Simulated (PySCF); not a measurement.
Magnetic susceptibility: `CO[C@H]1C=COCCC1`, C7H12O2

Geometry:
| atom | x (Å) | y (Å) | z (Å) |
| --- | --- | --- | --- |
| C1 | 1.789 | 1.561 | 1.013 |
| O2 | 1.166 | 0.309 | 0.901 |
| C3 | 0.919 | -0.112 | -0.436 |
| C4 | 0.724 | -1.609 | -0.464 |
| C5 | -0.421 | -2.265 | -0.305 |
| O6 | -1.641 | -1.795 | 0.027 |
| C7 | -1.678 | -0.547 | 0.697 |
| C8 | -1.522 | 0.672 | -0.210 |
| C9 | -0.274 | 0.605 | -1.097 |
| H10 | 1.962 | 1.722 | 2.076 |
| H11 | 2.749 | 1.577 | 0.482 |
| H12 | 1.160 | 2.371 | 0.626 |
| H13 | 1.817 | 0.111 | -1.038 |
| H14 | 1.606 | -2.192 | -0.673 |
| H15 | -0.460 | -3.339 | -0.443 |
| H16 | -0.891 | -0.531 | 1.459 |
| H17 | -2.656 | -0.517 | 1.185 |
| H18 | -1.469 | 1.545 | 0.443 |
| H19 | -2.403 | 0.777 | -0.846 |
| H20 | 0.014 | 1.618 | -1.386 |
| H21 | -0.500 | 0.055 | -2.013 |

Theory: GIAO HF/pcSseg-1 magnetisability, rotational g tensor and spin-rotation constants, non-relativistic, gas phase (PySCF). Geometry: GFN2-xTB.

Task: What are the magnetisability and the molar susceptibility?

Result: Isotropic -1395 × 10⁻³⁰ J/T², or -84.0 × 10⁻⁶ cm³/mol; principal values -1460, -1397, -1328 × 10⁻³⁰ J/T², anisotropy 115 × 10⁻³⁰ J/T² (root of half the summed squared differences of the principal values). The susceptibility is in cgs units.

Task: Split it along the inertial axes a, b, c into diamagnetic and paramagnetic parts about the centre of mass, with the quadrupole moment.

Result: 
```tsv
axis	χ (10⁻⁶ cm³/mol)	diamagnetic (10⁻⁶ cm³/mol)	paramagnetic (10⁻⁶ cm³/mol)	summed x² of all electrons (Å²)	quadrupole Θ (D Å)
a	-85.2	-602.2	517.0	184.6	+0.24
b	-82.7	-997.6	914.9	91.4	+2.81
c	-84.1	-1170.8	1086.7	50.6	-3.05
```
Anisotropies 2χaa − χbb − χcc = -3.7 and 2χbb − χaa − χcc = +3.9 × 10⁻⁶ cm³/mol. Θ is traceless in Buckingham's convention.

Task: And the rotational g tensor?

Result: 
| axis | rotational constant (GHz) | g | nuclear part | electronic part |
| --- | --- | --- | --- | --- |
| a | 2.6140 | -0.0149 | 0.6200 | -0.6349 |
| b | 1.3876 | -0.0105 | 0.5859 | -0.5965 |
| c | 1.1620 | -0.0062 | 0.5870 | -0.5932 |

Asymmetric top; isotopes 12C, 1H, 16O; no vibrational averaging.
